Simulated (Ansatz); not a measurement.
`[SiH3]C1[SiH2]S1` + `CB(C)O` → `CB(C)O[SiH3]` + `C1[SiH2]S1` at 700 K and 1 bar (ligand exchange at the Si–C bond).

Program: Ansatz. Geometries: PBE0-D4/def2-TZVP. ΔE: electronic, gas phase. CCSD(T)/CBS adds triple-zeta CCSD(T) − MP2 to the extrapolated MP2 energy (def2 sets, frozen cores). One conformer a species, not always the lowest.

```
           species  CCSD(T)/CBS energy (Eh)  H − E (kJ/mol)  S (J/(mol·K))
`[SiH3]C1[SiH2]S1`              -1017.58877           233.9          447.8
          `CB(C)O`               -180.36349           312.4          423.1
    `CB(C)O[SiH3]`               -470.67451           376.5          524.6
      `C1[SiH2]S1`               -727.30403           168.0          353.4
```

H − E and S are ideal-gas, rigid-rotor, harmonic terms from PBE0-D4/def2-TZVP, for one conformer and one mirror image of each species. 1 Eh = 2625.50 kJ/mol, R = 8.31446 J/(mol·K).

**Question.** By hand: ΔE, ΔH, ΔS and ΔG.

**Answer.** ΔE = (-470.67451) + (-727.30403) − (-1017.58877) − (-180.36349) = -0.02628 Eh = -69.0 kJ/mol. Δ(H − E) = 376.5 + 168.0 − 233.9 − 312.4 = -1.8, so ΔH = -70.8 kJ/mol. ΔS = 524.6 + 353.4 − 447.8 − 423.1 = 7.1 J/(mol·K). ΔG = -70.8 − 700 × (7.1)/1000 = -75.8 kJ/mol.

**Question.** By hand: the equilibrium constant, and the temperature at which ΔG would vanish if ΔH and ΔS stayed fixed.

**Answer.** log₁₀ K = −ΔG/(RT ln 10) = 5.7. ΔH and −TΔS have one sign here, so there is no such temperature.

The number of gas molecules stays the same, so ΔS is small and ΔH decides. A doubt of 5 kJ/mol in ΔE shifts log₁₀ K by 0.4 here. Other conformers and mirror images would add mixing entropy, several J/(mol·K) or more a flexible species. Modes under 60 cm⁻¹, often nearly free rotors, make the harmonic entropy too high. These are equilibria of isolated gas molecules and say nothing of rates. Largest T1 diagnostic: 0.013 (customary marks: 0.02 for closed shells, 0.045 for open ones).

ΔS is within the doubt of such terms, so its sign, and with it that verdict, could turn.
